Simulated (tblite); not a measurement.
C2H9AlO4Si, charge -1, doublet, at a GFN2-xTB geometry (such geometries of metal compounds can be far from the true shape) (a state made from the parent by changing its charge; the spin is typed, not shown lowest); GFN1-xTB with ALPB(water) run with tblite.

The tblite input:
```
$ tblite run mol.xyz --method gfn1 --charge -1 --spin 1 --alpb water --json tblite.json --no-restart

# file mol.xyz
17

Al     0.29613628     1.34072167     1.48692641
C      0.99004365     2.79075700     0.12517843
H      2.02391253     2.59397359    -0.19474507
H      1.00821819     3.78866880     0.58317301
H      0.40749925     2.90014008    -0.80194805
C     -1.74288661     1.79575097     1.73977412
H     -2.32623864     1.95775478     0.82118841
H     -1.85655222     2.71569170     2.32885522
H     -2.27992104     1.01735300     2.30059904
O      0.30148160    -0.16025264     0.51868904
Si     0.09182957    -1.17809388    -0.68161485
O      0.89375051    -2.60211315    -0.51028021
O      0.65366512    -0.58605129    -2.10604036
O     -1.49211149    -1.61032325    -0.84943880
H      0.57829560    -3.13814135     0.21021391
H      1.05873673     0.26984134    -1.99235366
H     -2.08656454    -0.89047483    -0.65557083
```

Q: Write the output that tblite gives for this input, abridged.

A: 
```
xTB calculator
 | screened Coulomb repulsion
 | Coulomb electrostatics
 |  * isotropic Klopman-Ohno-Mataga-Nishimoto electrostatics
 |  * onsite third-order electrostatics
 | DFT-D3(BJ) dispersion correction
 | Interactions (3)
 | [1] alpb/gbsa reaction field model
 | [2] cds contribution to solvation
 | [3] empirical free energy shift and standard state/solvent correction

halogen bonding energy    0.0000000000000E+00 Eh
repulsion energy          2.3014827301702E-01 Eh
dispersion energy        -6.4826391239764E-03 Eh
interaction energy       -7.3226328722548E-04 Eh
number of electrons       4.9000000000000E+01 e
integral cutoff           4.0000000000000E+01 bohr

------------------------------------------------------------
  cycle        total energy    energy error   density error
------------------------------------------------------------
      1     -31.12320165484  -3.1346135E+01   6.8696225E-01
      2     -31.55164336826  -4.2844171E-01   3.6320932E-01
      3     -31.52421026680   2.7433101E-02   1.5576473E-01
      4     -31.57886997057  -5.4659704E-02   5.2642955E-02
      5     -31.58290552468  -4.0355541E-03   3.3286793E-02
      6     -31.59188870212  -8.9831774E-03   1.0681139E-03
      7     -31.59188285402   5.8481032E-06   1.0203692E-03
      8     -31.59189058036  -7.7263397E-06   1.0121173E-04
      9     -31.59189056241   1.7948320E-08   7.8244110E-05
     10     -31.59189059857  -3.6163506E-08   2.7758788E-05
     11     -31.59189060440  -5.8343552E-09   5.5526313E-06
------------------------------------------------------------

electronic energy        -3.1814823975010E+01 Eh
total energy             -3.1591890604405E+01 Eh

Post processing:
 | Mayer-Wiberg bond orders

[Info] JSON dump of results written to 'tblite.json'
```
